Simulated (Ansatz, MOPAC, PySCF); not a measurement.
Noncovalent pair: HCl (SMILES Cl) (first 2 atoms) with C2H2 (SMILES C#C); geometry from B3LYP-D3(BJ)/def2-TZVP, rigid monomers moved along the line of their centres of mass till H2···C4 is 2.16 Å.
(charge 0, multiplicity 1):
```xyz
6

Cl    -0.118     0.538    -0.467
H     -0.124     0.344     0.811
C     -0.551    -0.384     2.798
C      0.295     0.454     2.925
H     -1.303    -1.129     2.690
H      1.046     1.197     3.042
```

Interaction energies are E(AB) − E(A) − E(B) at the monomers' geometry in the complex; basis-set methods are counterpoise corrected. Rows marked so take none.

Frozen-core correlation. CBS: X⁻³ extrapolation of the correlation energy, Hartree–Fock from the larger set. Rows in 3-21G, 6-311+G**, 6-31G*, STO-3G carry no dispersion term and start afresh at each structure (6-31G* with six Cartesian d functions). MP2/6-31G* freezes PySCF's default core. The state that PM6, PM7 reach isn't checked; PM7 holds dispersion and hydrogen-bond terms.

Run with Ansatz (Gaussian orbitals); MOPAC for PM6, PM7 (differences of heats of formation); PySCF for 3-21G rows, 6-311+G** rows, 6-31G* rows, STO-3G rows, the dispersion terms. Each number belongs to the level named beside it.

Other levels give for the interaction energy: PBE/def2-TZVPPD -2.48; B3LYP/def2-TZVPPD -1.05; B3LYP-D3(BJ)/def2-TZVPPD -2.79; wB97M-V/def2-TZVPPD -2.22; CCSD(T)/CBS(aug-cc-pV(D+d)Z, aug-cc-pV(T+d)Z) -2.16 kcal/mol.

What do these common cheap choices give for the same quantity: PM6, PM7, HF/STO-3G (no counterpoise), HF/3-21G (no counterpoise), HF/6-31G*, B3LYP/3-21G (no counterpoise), B3LYP/6-311+G** (no counterpoise), MP2/6-31G*?

PM6 -0.03; PM7 -2.17; HF/STO-3G (no counterpoise) -0.91; HF/3-21G (no counterpoise) -0.90; HF/6-31G* 0.97; B3LYP/3-21G (no counterpoise) -3.48; B3LYP/6-311+G** (no counterpoise) -1.49; MP2/6-31G* -0.26 kcal/mol. They span -3.48 to 0.97 kcal/mol.

Ansatz is an electronic-structure program.
